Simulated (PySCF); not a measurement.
# Vertical excitation energies

Compound: C4H12O2Si.
Structure used (GFN2-xTB), in Å, numbered top down from 1:
```xyz
19
C4H12O2Si angstrom
C      2.3101    0.2706   -1.2078
C      1.0462   -0.5645   -1.0486
C     -0.0481    0.1391   -0.2387
C      0.2526    0.1372    1.2628
O     -0.7649    0.7724    1.9900
O     -1.2661   -0.4852   -0.4938
Si    -2.6547   -0.4744    0.3497
H      2.7725    0.4725   -0.2448
H      3.0304   -0.2615   -1.8241
H      2.0836    1.2202   -1.6881
H      0.6274   -0.7841   -2.0324
H      1.2818   -1.5165   -0.5691
H     -0.1265    1.1900   -0.5725
H      0.2735   -0.8936    1.6217
H      1.2249    0.6075    1.4545
H     -0.8415    1.6867    1.6943
H     -3.1708    0.8841    0.5504
H     -2.5900   -1.1875    1.6216
H     -3.4502   -1.2038   -0.6326
```

Method used: TDDFT CAM-B3LYP/def2-SVPD, vertical, gas phase, core orbitals frozen in the response in PySCF.

```
state  E (eV)  λ (nm)       f  |μ| (D)     main configurations (H = HOMO, L = LUMO)
   S1    6.98   177.7  0.0081     0.55                                    H→L (80%)
   S2    7.44   166.7   0.018     0.79         H-1→L (49%), H→L+3 (12%), H→L+2 (9%)
   S3    7.75   159.9   0.024     0.90        H→L+2 (27%), H→L+3 (26%), H-1→L (15%)
   S4    8.04   154.2   0.026     0.92      H→L+1 (32%), H→L+2 (15%), H-1→L+2 (14%)
   S5    8.12   152.7   0.047     1.24      H-1→L+2 (23%), H→L+1 (23%), H-1→L (16%)
   S6    8.23   150.7   0.035     1.06        H→L+2 (28%), H→L+3 (26%), H→L+1 (18%)
   S7    8.32   149.0  0.0096     0.55                                  H→L+4 (61%)
   S8    8.41   147.5  0.0021     0.25  H-1→L+1 (40%), H-1→L+4 (12%), H-1→L+3 (11%)
```

Triplets (Tamm–Dancoff): T1 6.72 eV, H→L (72%); T2 7.13 eV, H-1→L (40%), H→L+3 (11%), H→L+2 (10%); T3 7.41 eV, H→L+3 (21%), H→L+2 (20%), H-1→L (10%).

The lowest singlet comes at 178 nm (673 kJ/mol) in the vacuum ultraviolet; it is weak; its leading configuration is HOMO→LUMO (80%). The strongest level in the table is S5 at 8.12 eV (153 nm, f = 0.047). Löwdin shares by element: HOMO oxygen 44%, carbon 11% or more, silicon 11% (atoms not listed hold the other 33%); LUMO hydrogen 25% or more, oxygen 22% or more, silicon 12% (atoms not listed hold the other 41%). Of the 8 states listed, 5 reach f = 0.01 and none stays under 0.0005. The listed states span 1.43 eV, and the widest gap between neighbours is 0.46 eV (S1 to S2). The oscillator strengths of these states sum to 0.170; summed over the whole spectrum of an exact calculation they would give the number of electrons, 66 (Thomas–Reiche–Kuhn). No computed singlet lies in the visible range (380 to 750 nm); the lowest, at 178 nm, stands 3.72 eV above its violet end (3.26 eV). Singlets were solved by full linear response, triplets in the Tamm–Dancoff approximation.

One conformer stands for the species.

Without π bonds the low states are Rydberg-like; a valence basis with one diffuse set may place them up to an eV too high.
